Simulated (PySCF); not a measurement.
MgF, SMILES [F][Mg+], charge +1.

Coordinates come from a PBE0-D3(BJ)/def2-TZVPD optimisation. The spin state was assumed, not searched.

Calculation: IEF-PCM-PBE0/def2-TZVPD (PySCF).

The values are the electrostatic part of the solvation free energy, E(continuum) − E(gas) at the gas-phase geometry, in a cavity of scaled van der Waals radii (PySCF's table); cavitation and dispersion terms are not included. A continuum can't describe solvent molecules that bind to the metal. In vacuum the orbital gap is 5.80 eV.

Task: Estimate the values in water (ε = 78.36), ethanol (ε = 24.85), 2-propanol (ε = 19.26). (An estimate is asked for; the answer gives what the named calculation found.)

Result: 
```json
[
 {"solvent": "water", "ε": "78.36", "ΔG(elec) (kcal/mol)": "-109.5", "gap (eV)": "8.46"},
 {"solvent": "ethanol", "ε": "24.85", "ΔG(elec) (kcal/mol)": "-106.0", "gap (eV)": "8.36"},
 {"solvent": "2-propanol", "ε": "19.26", "ΔG(elec) (kcal/mol)": "-104.5", "gap (eV)": "8.31"}
]
```
